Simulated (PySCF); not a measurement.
C7H7, doublet, geometry from GFN2-xTB, with bond 14-7 at 2.0 times its length; PySCF with DF-CAMB3LYP/def2-SVP.

The PySCF input:
```python
from pyscf import gto, scf, dft

mol = gto.M(
    atom='''
C     1.096806   -0.692040    0.742836
C     1.465115   -0.165421   -0.396948
C     0.257160    0.706690   -0.823937
C    -0.865458   -0.272563   -1.118095
C    -1.193253   -0.856204    0.026576
C    -0.301880   -0.264599    1.107974
C    -0.198129    1.181610    0.572021
H     2.356814   -0.273139   -0.978067
H     0.471835    1.456968   -1.579832
H    -1.255890   -0.449343   -2.102072
H    -1.912258   -1.631328    0.209142
H    -0.615248   -0.412225    2.136059
H     0.548604    1.781332    1.090668
H    -2.113931    2.224188    0.551056
''',
    basis='def2-svp',
    charge=0,
    spin=1,
    verbose=4,
)

mf = dft.UKS(mol)
mf.xc = 'camb3lyp'
mf.conv_tol = 1e-11
mf = mf.density_fit(auxbasis='def2-universal-jkfit')
mf.kernel()
```

Output, abridged:

```
PySCF version 2.14.0

[INPUT] verbose = 4
[INPUT] num. atoms = 14
[INPUT] num. electrons = 49
[INPUT] charge = 0
[INPUT] spin (= nelec alpha-beta = 2S) = 1
[INPUT] symmetry False subgroup None
[INPUT] Mole.unit = angstrom
[INPUT] Symbol           X                Y                Z      unit          X                Y                Z       unit  Magmom
[INPUT]  1 C      1.096806000000  -0.692040000000   0.742836000000 AA    2.072662951780  -1.307766067244   1.403756595467 Bohr   0.0
[INPUT]  2 C      1.465115000000  -0.165421000000  -0.396948000000 AA    2.768666090992  -0.312600385252  -0.750123005694 Bohr   0.0
[INPUT]  3 C      0.257160000000   0.706690000000  -0.823937000000 AA    0.485961970193   1.335450554969  -1.557015273896 Bohr   0.0
[INPUT]  4 C     -0.865458000000  -0.272563000000  -1.118095000000 AA   -1.635478592314  -0.515069421690  -2.112893331246 Bohr   0.0
[INPUT]  5 C     -1.193253000000  -0.856204000000   0.026576000000 AA   -2.254921367316  -1.617991066757   0.050221361486 Bohr   0.0
[INPUT]  6 C     -0.301880000000  -0.264599000000   1.107974000000 AA   -0.570470522484  -0.500019642834   2.093767413139 Bohr   0.0
[INPUT]  7 C     -0.198129000000   1.181610000000   0.572021000000 AA   -0.374409547334   2.232919286047   1.080963027500 Bohr   0.0
[INPUT]  8 H      2.356814000000  -0.273139000000  -0.978067000000 AA    4.453732986541  -0.516157903938  -1.848278761475 Bohr   0.0
[INPUT]  9 H      0.471835000000   1.456968000000  -1.579832000000 AA    0.891638925984   2.753270492255  -2.985449802824 Bohr   0.0
[INPUT] 10 H     -1.255890000000  -0.449343000000  -2.102072000000 AA   -2.373288142580  -0.849135205990  -3.972340374117 Bohr   0.0
[INPUT] 11 H     -1.912258000000  -1.631328000000   0.209142000000 AA   -3.613643899509  -3.082763139334   0.395221101144 Bohr   0.0
[INPUT] 12 H     -0.615248000000  -0.412225000000   2.136059000000 AA   -1.162650218686  -0.778992351699   4.036566495912 Bohr   0.0
[INPUT] 13 H      0.548604000000   1.781332000000   1.090668000000 AA    1.036711310841   3.366229616924   2.061063812827 Bohr   0.0
[INPUT] 14 H     -2.113931000000   2.224188000000   0.551056000000 AA   -3.994750636228   4.203106169544   1.041344919298 Bohr   0.0

nuclear repulsion = 276.723301892712
number of shells = 63
number of NR pGTOs = 217
number of NR cGTOs = 133
basis = def2-svp
ecp = {}

******** <class 'pyscf.df.df_jk.DFUKS'> ********
method = DFUKS
initial guess = minao
damping factor = 0
level_shift factor = 0
DIIS = <class 'pyscf.scf.diis.CDIIS'>
diis_start_cycle = 1
diis_space = 8
diis_damp = 0
SCF conv_tol = 1e-11
SCF conv_tol_grad = None
SCF max_cycles = 50
direct_scf = False
number electrons alpha = 25  beta = 24
XC library pyscf.dft.libxc version 7.1.2
    S. Lehtola, C. Steigemann, M. J. T. Oliveira, and M. A. L. Marques,  SoftwareX 7, 1–5 (2018)
XC functionals = camb3lyp
    T. Yanai, D. P. Tew, and N. C. Handy,  Chem. Phys. Lett. 393, 51 (2004)
radial grids:
    Treutler-Ahlrichs [JCP 102, 346 (1995); DOI:10.1063/1.469408] (M4) radial grids

becke partition: Becke, JCP 88, 2547 (1988); DOI:10.1063/1.454033
pruning grids: <function nwchem_prune>
grids dens level: 3
symmetrized grids: False
atomic radii adjust function: <function treutler_atomic_radii_adjust>
small_rho_cutoff = 0
Set gradient conv threshold to 3.16228e-06
tot grids = 167488
******** <class 'pyscf.df.df.DF'> ********
auxbasis = def2-universal-jkfit
Create RSH-DF object <pyscf.df.df.DF object> for omega=0.33
******** <class 'pyscf.df.df.DF'> ********
auxbasis = auxmol.basis = def2-universal-jkfit
init E= -271.61894870872

cycle= 1 E= -270.238886440218  delta_E= 1.38  |g|= 0.201  |ddm|= 3.01
cycle= 2 E= -270.26158010091  delta_E= -0.0227  |g|= 0.145  |ddm|= 0.527
cycle= 3 E= -270.27232978876  delta_E= -0.0107  |g|= 0.054  |ddm|= 0.207
cycle= 4 E= -270.274367338534  delta_E= -0.00204  |g|= 0.0321  |ddm|= 0.115
cycle= 5 E= -270.275238390579  delta_E= -0.000871  |g|= 0.00839  |ddm|= 0.0504
cycle= 6 E= -270.275533188955  delta_E= -0.000295  |g|= 0.00668  |ddm|= 0.0296
cycle= 7 E= -270.275759592053  delta_E= -0.000226  |g|= 0.00654  |ddm|= 0.0225
cycle= 8 E= -270.275868197102  delta_E= -0.000109  |g|= 0.00661  |ddm|= 0.00982
cycle= 9 E= -270.275535298098  delta_E= 0.000333  |g|= 0.00579  |ddm|= 0.0325
cycle= 10 E= -270.275256613508  delta_E= 0.000279  |g|= 0.00477  |ddm|= 0.0404
cycle= 11 E= -270.275145547394  delta_E= 0.000111  |g|= 0.00299  |ddm|= 0.0391
cycle= 12 E= -270.275161237403  delta_E= -1.57e-05  |g|= 0.00197  |ddm|= 0.0248
cycle= 13 E= -270.275161967065  delta_E= -7.3e-07  |g|= 0.000918  |ddm|= 0.0101
cycle= 14 E= -270.275162321552  delta_E= -3.54e-07  |g|= 0.000581  |ddm|= 0.00592
cycle= 15 E= -270.275162661613  delta_E= -3.4e-07  |g|= 0.00026  |ddm|= 0.00143
cycle= 16 E= -270.275162835334  delta_E= -1.74e-07  |g|= 0.000176  |ddm|= 0.000911
cycle= 17 E= -270.27516291661  delta_E= -8.13e-08  |g|= 0.000128  |ddm|= 0.000517
cycle= 18 E= -270.275162975481  delta_E= -5.89e-08  |g|= 8.17e-05  |ddm|= 0.000476
cycle= 19 E= -270.275163013679  delta_E= -3.82e-08  |g|= 6.63e-05  |ddm|= 0.00039
cycle= 20 E= -270.275163036062  delta_E= -2.24e-08  |g|= 5.55e-05  |ddm|= 0.000284
cycle= 21 E= -270.275163050427  delta_E= -1.44e-08  |g|= 5.43e-05  |ddm|= 0.000235
cycle= 22 E= -270.275163064953  delta_E= -1.45e-08  |g|= 5.66e-05  |ddm|= 0.000175
cycle= 23 E= -270.275163054057  delta_E= 1.09e-08  |g|= 5.67e-05  |ddm|= 0.000121
cycle= 24 E= -270.275163031474  delta_E= 2.26e-08  |g|= 4.1e-05  |ddm|= 0.000347
cycle= 25 E= -270.275163017069  delta_E= 1.44e-08  |g|= 2.72e-05  |ddm|= 0.000348
cycle= 26 E= -270.275163013703  delta_E= 3.37e-09  |g|= 2.06e-05  |ddm|= 0.000173
cycle= 27 E= -270.275163012948  delta_E= 7.55e-10  |g|= 1.4e-05  |ddm|= 0.000104
cycle= 28 E= -270.275163013163  delta_E= -2.16e-10  |g|= 1.05e-05  |ddm|= 6.77e-05
cycle= 29 E= -270.275163013202  delta_E= -3.83e-11  |g|= 7.22e-06  |ddm|= 3.15e-05
cycle= 30 E= -270.275163013258  delta_E= -5.58e-11  |g|= 5.33e-06  |ddm|= 2.52e-05
cycle= 31 E= -270.275163013406  delta_E= -1.48e-10  |g|= 4.61e-06  |ddm|= 2.92e-05
cycle= 32 E= -270.27516301341  delta_E= -4.32e-12  |g|= 3.83e-06  |ddm|= 1.68e-05
cycle= 33 E= -270.275163013457  delta_E= -4.73e-11  |g|= 3.08e-06  |ddm|= 1.35e-05
cycle= 34 E= -270.275163013481  delta_E= -2.35e-11  |g|= 2.9e-06  |ddm|= 7.06e-06
cycle= 35 E= -270.275163013503  delta_E= -2.25e-11  |g|= 2.89e-06  |ddm|= 5.71e-06
cycle= 36 E= -270.275163013502  delta_E= 1.48e-12  |g|= 2.9e-06  |ddm|= 3.54e-07
Extra cycle  E= -270.275163013555  delta_E= -5.31e-11  |g|= 3.31e-06  |ddm|= 1.01e-05
converged SCF energy = -270.275163013555  <S^2> = 0.76531295  2S+1 = 2.0152548
```
